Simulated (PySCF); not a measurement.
**Deuteron quadrupole couplings in `C=C(C)PC1CC1`**

Compound: C6H11P.
Structure used (GFN2-xTB), in Å, numbered top down from 1:
```
atom  x, y, z in Å
C1    -1.8769    0.8160    1.3387
C2    -1.4516    0.3280    0.1821
C3    -2.0414   -0.8871   -0.4635
P4    -0.1503    1.1618   -0.8089
C5     1.1631   -0.1245   -0.6693
C6     1.6993   -0.5394    0.6688
C7     2.5508    0.2697   -0.2562
H8    -1.4532    1.7045    1.7783
H9    -2.6791    0.3491    1.8896
H10   -2.3903   -0.6410   -1.4667
H11   -2.8751   -1.2754    0.1172
H12   -1.2867   -1.6680   -0.5580
H13    0.3286    1.9395    0.2517
H14    1.0846   -0.8886   -1.4364
H15    1.3021   -0.0542    1.5491
H16    1.9459   -1.5794    0.8234
H17    3.3870   -0.2083   -0.7451
H18    2.7344    1.3036   -0.0007
```

Level: PBE0/pcSseg-1 (PySCF, non-relativistic); Q(2H) = 0.00286 b; rigid geometry, the same for H and D, with no vibrational averaging.

**Question.** Rank these positions by the coupling χzz of a deuteron there, largest first.
A. H11 (methyl hydrogen)
B. H10 (methyl hydrogen)
C. H13 (P–H hydrogen)
D. H16 (methylene hydrogen)
E. H14 (methine hydrogen)

**Answer.** D (223 kHz), E (216 kHz), A (211 kHz), B (207 kHz), C (131 kHz).

**Question.** Give the electric field gradient Vzz (the principal value of largest size), its asymmetry and the 2H coupling at each hydrogen.

**Answer.** 
```csv
atom,bonded to,bond length (Å),Vzz (au),η,χzz (kHz)
H8,C1,1.078,0.3352,0.07,225
H9,C1,1.079,0.3339,0.06,224
H10,C3,1.090,0.3083,0.03,207
H11,C3,1.088,0.3146,0.03,211
H12,C3,1.090,0.3100,0.03,208
H13,P4,1.400,0.1942,0.10,131
H14,C5,1.086,0.3209,0.08,216
H15,C6,1.081,0.3278,0.08,220
H16,C6,1.080,0.3320,0.07,223
H17,C7,1.080,0.3306,0.07,222
H18,C7,1.081,0.3286,0.07,221
```

**Question.** Average by the element that carries the hydrogen.

**Answer.** on C: 218 kHz over 10 positions, mean bond length 1.083 Å; on P: 131 kHz over 1 position, mean bond length 1.400 Å.

**Question.** How does χzz go with the bond length over the 10 C–H bonds?

**Answer.** A straight-line fit has a slope of -14.4 kHz for each 0.01 Å, with a correlation coefficient of -0.99, over lengths from 1.078 to 1.090 Å. The longer bonds have the smaller couplings here.

**Question.** A static deuteron (I = 1) shows a doublet split by (3/2)χ, (3/4)χ(1 + η) and (3/4)χ(1 − η) with the field along z, y and x of the gradient. What are these for H10?

**Answer.** With |χ| = 207.2 kHz and η = 0.028: 311, 160 and 151 kHz, to first order and without motion.

One conformer (not necessarily the lowest) at the GFN2-xTB geometry, without solvent, vibrations or thermal averaging. GFN2-xTB bond lengths can be off by several hundredths of an ångström, more for odd bonds, and the gradients follow them. A larger basis could move these couplings by a tenth or more.

The run behind these numbers computed NMR shieldings as well. Cost: about 1.7 min of CPU time on one thread (with the writing of density and orbital grids); the machine was shared, so the figure is rough.
